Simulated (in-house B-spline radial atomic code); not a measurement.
## RPA and G0W0 on PBE: Tc⁴¹⁺

Configuration 1s2, mean-field start PBE. Computed with a B-spline radial code for spherical atoms: all electrons, non-relativistic, point nucleus, each spin shell either full or empty, empty states to l = 9 with an (l + 1/2)⁻⁴ tail; G0W0 by contour deformation at full frequency.

Without relativity these are model numbers: it shifts the levels of so heavy an element strongly and can reorder them.

Relativity, left out, deepens the 1s level by about Z⁴α²/8 hartree.

Command:
```bash
python run_gw.py task.json out
```
Settings (radii: box in bohr, nucleus in fm):
```
Z                        43
electrons                2
configuration            1s2
hamiltonian              nr
method                   pbe,pbe
lmax                     9
spin_polarised           False
box_radius               2.42
intervals                45
ion_configuration        1s1
```

Cost of the run: 1.1 s on 1 thread of Arm Neoverse N1 (shared host).

Energies (hartree):

| term | value |
| --- | --- |
| mean-field total | -1821.73448 |
| Hartree-Fock functional on these orbitals | -1822.23448 |
| direct second order | -0.093403 |
| second-order exchange | 0.046702 |
| SOSEX correction | 0.046424 |

Q: What is the RPA correlation energy, and what remains with SOSEX?

A: RPA gives -0.092846 hartree (-1.26 eV per electron); RPA + SOSEX gives -0.046422, and the second-order doubles -0.046701 hartree (no singles). SOSEX takes back 50 % of the RPA value, the self-correlation of each of the two electrons.

Quasi-particle levels (eV):

| level | occupied | mean field | Σx - vxc | Σc | QP weight | G0W0 |
| --- | --- | --- | --- | --- | --- | --- |
| 1s | yes | -24158.75 | -271.55 | ? | ? | ? |
| 2s | no | -5880.84 | 50.80 | -0.27 | 1.000 | -5830.31 |

G0W0 = mean field + (Σx - vxc) + Σc, with Σc (partial-wave tail included) taken at the quasi-particle energy.

Q: Where does G0W0 put 1s?

A: At -24429.80 eV, with Σc = 0.50 eV and a quasi-particle weight of 1.000. The tabulated removal energy is 25004.531 ± 0.01 eV (NIST, tabulated theory); the calculation leaves out relativity, Breit and QED terms, and what these don't explain is the method's own error.

Q: What does it cost to remove one electron (to 1s1) by differences of total energies, each species on its own start (correlation terms add to the Hartree-Fock functional)?

A: PBE 24422.48 eV, Hartree-Fock functional 24428.62 eV, + RPA 24430.51 eV, + RPA + SOSEX 24429.88 eV, + second order 24429.89 eV. Tabulated: 25004.531 ± 0.01 eV (NIST, tabulated theory); the calculation leaves out relativity, Breit and QED terms, and what these don't explain is the method's own error.
